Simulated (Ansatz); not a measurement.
System: diiodo(dimethyl)germane, C2H6GeI2, charge 0, multiplicity 1. SMILES: [Ge]([CH3])([I])([CH3])[I]
Structure (B3LYP-D3(BJ)/def2-TZVP (Ansatz, a first-principles code) minimum search):
```
Ge
C 1 1.9557
H 2 1.0875 1 109.57
H 2 1.0898 3 109.56 1 -119.67
H 2 1.0898 3 109.56 4 -120.67
C 1 1.9557 2 115.21 3 180.00
H 6 1.0875 1 109.57 2 180.00
H 6 1.0898 7 109.56 1 119.67
H 6 1.0898 7 109.56 8 120.67
I 1 2.5486 2 108.14 3 -58.92
I 1 2.5486 2 108.14 3 58.92
```

Wanted: atomisation energy, in kcal/mol. Set-up: STO-3G and 3-21G all-electron and non-relativistic; open shells spin-unrestricted; def2 sets with scalar-relativistic core potentials past Kr; spin-orbit terms left out; atomisation electronic, to ground-state atoms; dispersion terms only where a functional's name holds one. Ab initio and DFT rows: single points at B3LYP-D3(BJ) geometries (Ansatz).

| species | coefficient | E at B3LYP/STO-3G (Ansatz), Eh | E at B3LYP/def2-TZVPD (Ansatz), Eh |
|---|---|---|---|
| [CH3][Ge]([CH3])([I])[I] | -1 | -15837.72934 | -2752.62398 |
| C atom | +2 | -37.35240 | -37.85953 |
| Ge atom | +1 | -2052.84638 | -2076.96538 |
| H atom | +6 | -0.46753 | -0.50215 |
| I atom | +2 | -6852.80283 | -297.77848 |

 1 Eh = 627.5095 kcal/mol.

Compute it at each level from the table.


- B3LYP/STO-3G: the sum of coefficient times E is 1.76732 Eh, or 1109.01 kcal/mol. Result: 1109.0 kcal/mol.
- B3LYP/def2-TZVPD: the sum of coefficient times E is 1.36968 Eh, or 859.49 kcal/mol. Result: 859.5 kcal/mol.
